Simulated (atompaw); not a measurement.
PBE PAW (atompaw) dataset for Ce (Z = 58), scalar-relativistic all-electron reference.

The input file (atompaw 4.2.0.5):

```
Ce 58
GGA-PBE scalarrelativistic loggrid 2001 logderivrange -5 5 251
6 6 5 4 0 0
6 1 0
5 2 1
4 3 1
0 0 0
c
c
c
c
v
v
c
c
c
v
v
c
c
v
v
3
3.00 2.40 2.55 1.80
n
n
y
2.9
n
y
3.2
n
custom polynom vanderbiltortho gaussian
4 0 ultrasoft
1.95
3.00
2.00
3.00
3.00
3.00
1.85
1.85
PWSCFOUT
UPFDX 0.0125d0 UPFXMIN -7.d0 UPFZMESH 58.d0
END
```

Command:

```bash
atompaw < Ce.input > Ce.log
```

The program printed (summary file):

```
Completed calculations for Ce (AE)

 Exchange-correlation type: GGA, Perdew-Burke-Ernzerhof

 Radial integration grid is logarithmic
 r0 =   1.1590330E-04 h =   6.7223912E-03   n =      2001 rmax =   8.0000000E+01

 Scalar relativistic calculation

 AEatom converged in  36 iterations
   nz     =  58.00
   delta  =       9.979648738615E-15

 All Electron Orbital energies:
  n  l      occupancy      energy
  1  0      2.0000000E+00 -2.9598823E+03
  2  0      2.0000000E+00 -4.7391843E+02
  3  0      2.0000000E+00 -1.0205101E+02
  4  0      2.0000000E+00 -2.0649641E+01
  5  0      2.0000000E+00 -2.9833152E+00
  6  0      2.0000000E+00 -2.7523782E-01
  2  1      6.0000000E+00 -4.2442432E+02
  3  1      6.0000000E+00 -8.6312450E+01
  4  1      6.0000000E+00 -1.5512634E+01
  5  1      6.0000000E+00 -1.7070221E+00
  6  1      0.0000000E+00 -9.9091478E-02
  3  2      1.0000000E+01 -6.3963724E+01
  4  2      1.0000000E+01 -8.1204777E+00
  5  2      1.0000000E+00 -2.2483711E-01
  4  3      1.0000000E+00 -3.9553126E-01

 Total energy
   Total                    :   -17720.91305560098408

 ---
 Completed calculations for Ce (SC)

 Exchange-correlation type: GGA, Perdew-Burke-Ernzerhof

 Radial integration grid is logarithmic
 r0 =   1.1590330E-04 h =   6.7223912E-03   n =      2001 rmax =   8.0000000E+01

 Scalar relativistic calculation

 SCatom converged in   4 iterations
   nz     =  58.00
   delta  =       4.632872559340E-15

 Valence Electron Orbital energies:
  n  l      occupancy      energy
   5  0      2.0000000E+00 -2.9833152E+00
   6  0      2.0000000E+00 -2.7523782E-01
   5  1      6.0000000E+00 -1.7070221E+00
   6  1      0.0000000E+00 -9.9091478E-02
   5  2      1.0000000E+00 -2.2483711E-01
   4  3      1.0000000E+00 -3.9553126E-01

 Total energy
   Total                    :   -17720.91305560361434
   Valence                  :     -481.59813827892145

 PAW parameters:
       lmax =            3
         rc =    3.0085632617919149
        irc =         1513
   rc_shape =    2.4099696749649926
    rc_vloc =    2.5602848167937715
    rc_core =    1.8049542081826282
   Vloc: Non norm-conserving form with l= 4;e=   0.0000E+00
   Projector type: polynomial pseudization + Vanderbilt ortho.
   Gaussian compensation charge shape with gausstol =   1.0000E-04

 Number of basis functions     8
 No.   n  nodes  l      Energy         Cp coeff         Occ
  1    5    4    0   -0.2983315E+01  0.1115161E+01  0.2000000E+01
  2    6    5    0   -0.2752378E+00  0.1344764E+02  0.2000000E+01
  3    5    3    1   -0.1707022E+01  0.2098792E+01  0.6000000E+01
  4    6    4    1   -0.9909148E-01  0.6325408E+02  0.0000000E+00
  5    5    2    2   -0.2248371E+00  0.1979383E+01  0.1000000E+01
  6  999    3    2    0.2900000E+01  0.3991687E+00  0.0000000E+00
  7    4    0    3   -0.3955313E+00 -0.2233190E+02  0.1000000E+01
  8  999    1    3    0.3200000E+01  0.1236496E+00  0.0000000E+00

 Eigenvalues of overlap operator (in the basis of projectors):
    1        2.07526823E-02
    2        5.00724855E-01
    3        7.62370439E-01
    4        2.66702116E+00
    5        2.07137422E+01
    6        2.99215027E+01
    7        1.28783025E+03
    8        2.11070466E+03

 Orbital leakage outside PAW augmentation regions
   orb  is_core?  %out_of_sphere
   1 0    T           0.00
   2 0    T           0.00
   3 0    T           0.00
   4 0    T           0.00
   5 0    F           0.90
   6 0    F          83.22
   2 1    T           0.00
   3 1    T           0.00
   4 1    T           0.00
   5 1    F           3.82
   6 1    F          94.94
   3 2    T           0.00
   4 2    T           0.00
   5 2    F          39.94
   4 3    F           1.65

 Summary of PAW energies
   Total valence energy     :   -481.59814350724315
   Smooth energy            :     70.70950368581276
   One center               :   -552.30764719305591
   Smooth kinetic           :     21.01222681103737
   Vloc energy              :     17.79994177248753
   Smooth exch-corr         :    -12.24361877496124
   One-center xc            :   -406.14512489141356
```

The run took about 22 s on one core of a shared server CPU.
